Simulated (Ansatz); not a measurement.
Ansatz (an electronic-structure program) input (B3LYP-D3(BJ)/def2-TZVP):

Ansatz 0.2 input:
```yaml
crystal:
  periodic: [false, false, false]
  atoms:
    - {symbol: O, position_ang: [-0.73500807, -1.23893800, -0.04062440]}
    - {symbol: S, position_ang: [-0.03216255, 0.03528615, 0.28965045]}
    - {symbol: O, position_ang: [-0.68546607, 1.23214400, -0.31693119]}
    - {symbol: O, position_ang: [1.43443045, -0.02405113, 0.02028207]}
basis:
  gaussian:
    orbitals: def2-TZVP
hamiltonian:
  xc: b3lyp
  dispersion: d3bj
total_charge: -1
magnetization: {spin_polarized: true, initial_magnetization: 1}
relax: {f_tol: 0.002, max_steps: 150}
```

Output:

```
Functional definition: B3LYP
integrals: 0.04 GiB planned
724 factors; their error is unknown
mean field: 0.55 GiB planned
mean field evaluation 1: about -16974.6764 eV, gradient 4.2e1 eV
mean field evaluation 2: about -16958.3290 eV, gradient 8.4e1 eV
mean field evaluation 4: about -16980.6172 eV, gradient 1.3e0 eV
mean field evaluation 8: about -16980.6245 eV, gradient 9.9e-2 eV
mean field evaluation 16: about -16980.6567 eV, gradient 7.3e-5 eV
mean field -16980.65670489 eV, -624.0276240021 hartree, gradient 8.3e-6 eV, S^2 0.754377; 0 other end points of the search recorded, 0 dependent functions left out
the calculation of the forces begins
reference -16980.65688983 eV, -624.0276307987 hartree; 21, 20 occupied and 109, 110 virtual orbitals, 724 factors
relax step   1: F+E_penalty+E_count = -16980.77634278 eV  Δ(F+E_penalty+E_count) = +0.000e0 eV  max|allowed force component| = 8.502e-1 eV/Å  Δτ_max = 0.0000 Å  (32 SCF iters, accepted)
these checks for a lower state are left out or cut short: starts, cluster_reference, orbital_swaps, neighbouring_geometries, increment
integrals: 0.04 GiB planned
724 factors; their error is unknown
mean field: 0.55 GiB planned
mean field -16980.66633646 eV, -624.0279779559 hartree, gradient 1.3e-5 eV, S^2 0.754159; 0 other end points of the search recorded, 0 dependent functions left out
the calculation of the forces begins
reference -16980.66652107 eV, -624.0279847401 hartree; 21, 20 occupied and 109, 110 virtual orbitals, 724 factors
relax step   2: F+E_penalty+E_count = -16980.78591846 eV  Δ(F+E_penalty+E_count) = -9.576e-3 eV  max|allowed force component| = 2.782e-1 eV/Å  Δτ_max = 0.0153 Å  (33 SCF iters, accepted)
these checks for a lower state are left out or cut short: starts, cluster_reference, orbital_swaps, neighbouring_geometries, increment
integrals: 0.04 GiB planned
724 factors; their error is unknown
mean field: 0.55 GiB planned
mean field evaluation 32: about -16980.6681 eV, gradient 1.0e-5 eV
mean field -16980.66808624 eV, -624.0280422592 hartree, gradient 1.0e-5 eV, S^2 0.754019; 0 other end points of the search recorded, 0 dependent functions left out
the calculation of the forces begins
reference -16980.66827055 eV, -624.0280490322 hartree; 21, 20 occupied and 109, 110 virtual orbitals, 724 factors
relax step   3: F+E_penalty+E_count = -16980.78772684 eV  Δ(F+E_penalty+E_count) = -1.808e-3 eV  max|allowed force component| = 1.143e-2 eV/Å  Δτ_max = 0.0049 Å  (34 SCF iters, accepted)
these checks for a lower state are left out or cut short: starts, cluster_reference, orbital_swaps, neighbouring_geometries, increment
integrals: 0.04 GiB planned
724 factors; their error is unknown
mean field: 0.55 GiB planned
mean field -16980.66808634 eV, -624.0280422627 hartree, gradient 5.1e-5 eV, S^2 0.754018; 0 other end points of the search recorded, 0 dependent functions left out
the calculation of the forces begins
reference -16980.66827063 eV, -624.0280490353 hartree; 21, 20 occupied and 109, 110 virtual orbitals, 724 factors
relax step   4: F+E_penalty+E_count = -16980.78773341 eV  Δ(F+E_penalty+E_count) = -6.574e-6 eV  max|allowed force component| = 6.495e-4 eV/Å  Δτ_max = 0.0004 Å  (24 SCF iters, accepted)
integrals: 0.04 GiB planned
724 factors; their error is unknown
mean field: 0.55 GiB planned
mean field -16980.66808634 eV, -624.0280422627 hartree, gradient 5.1e-5 eV, S^2 0.754018; 1 other end points of the search recorded, 0 dependent functions left out
the calculation of the forces begins
reference -16980.66827063 eV, -624.0280490353 hartree; 21, 20 occupied and 109, 110 virtual orbitals, 724 factors
Total energy: -16980.78791770 eV, -624.0324459841 hartree
Atom 0 at    -0.735526    -1.238184    -0.034084 Å, force     0.000300    -0.000558     0.000104 eV/Å
Atom 1 at    -0.030392     0.033130     0.270014 Å, force    -0.000514     0.000650    -0.000325 eV/Å
Atom 2 at    -0.685997     1.232833    -0.310364 Å, force    -0.000092     0.000362     0.000171 eV/Å
Atom 3 at     1.433709    -0.023337     0.026811 Å, force     0.000306    -0.000454     0.000050 eV/Å
Dipole moment:    -0.019424     0.024067     0.212092 e Å
```
